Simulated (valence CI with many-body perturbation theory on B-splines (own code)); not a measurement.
# Which ion has this spectrum?

A relativistic CI+MBPT calculation for an atom or ion with 51 electrons gives these levels (cm⁻¹):

| J | Parity | E | g |
| --- | --- | --- | --- |
| 3/2 | odd | 0.0 | 1.97 |
| 3/2 | odd | 8503 | 0.88 |
| 5/2 | odd | 9846 | 1.20 |
| 1/2 | odd | 16388 | 0.67 |
| 3/2 | odd | 18430 | 1.28 |
| 1/2 | even | 43256 | 2.34 |
| 3/2 | even | 45950 | 1.70 |
| 1/2 | even | 46998 | 1.00 |
| 5/2 | even | 48333 | 1.55 |
| 3/2 | even | 49393 | 1.25 |
| 1/2 | odd | 51573 | 0.74 |
| 3/2 | odd | 52508 | 1.34 |
| 5/2 | even | 53245 | 1.44 |
| 3/2 | even | 53424 | 0.73 |

The energies are calculated, with errors of about 60 cm⁻¹, more in some levels.

Q: Which is it?
A. Te+
B. Sb
C. Xe3+
D. I2+

A: B. Sb, ground level 5s²5p³ ⁴S°_3/2.
